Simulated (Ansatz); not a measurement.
`B[CH2][AlH][GeH3]`, relaxed with RKS PBE0-D4/def2-TZVP in the Gaussian-basis code of Ansatz from a PBE-D4/def2-SVP geometry. The force threshold is 0.005 eV/Å; the program also tests the step.

Charge 0, multiplicity 1.

Start:

```xyz
12

B    -1.765    0.553    0.574
C    -1.084   -0.659    1.186
Al    0.834   -0.238    0.773
Ge    1.501    0.137   -1.584
H    -1.940    0.625   -0.634
H    -2.050    1.525    1.257
H    -1.134   -0.832    2.278
H    -1.137   -1.602    0.591
H     1.869   -0.243    1.995
H     0.667   -0.738   -2.564
H     1.236    1.617   -1.992
H     3.003   -0.144   -1.878
```

| step | energy (eV) | largest force (eV/Å) | largest move (Å) |
| --- | --- | --- | --- |
| 1 | -64946.6197 | 0.511 | 0.000 |
| 2 | -64946.6485 | 0.127 | 0.026 |
| 3 | -64946.6497 | 0.167 | 0.021 |
| 4 | -64946.6512 | 0.019 | 0.017 |
| 5 | -64946.6512 | 0.009 | 0.003 |
| 6 | -64946.6514 | 0.011 | 0.022 |
| 7 | -64946.6514 | 0.006 | 0.012 |
| 8 | -64946.6514 | 0.005 | 0.007 |

End:

```xyz
12

B    -1.792    0.550    0.590
C    -1.071   -0.640    1.173
Al    0.830   -0.238    0.757
Ge    1.516    0.132   -1.590
H    -2.006    0.617   -0.590
H    -2.075    1.495    1.274
H    -1.106   -0.810    2.249
H    -1.144   -1.574    0.597
H     1.867   -0.242    1.958
H     0.699   -0.729   -2.575
H     1.275    1.602   -1.992
H     3.006   -0.163   -1.851
```

Run time 32 s (4 threads of an Arm Neoverse V1 on a shared host); peak host memory 0.56 GiB.
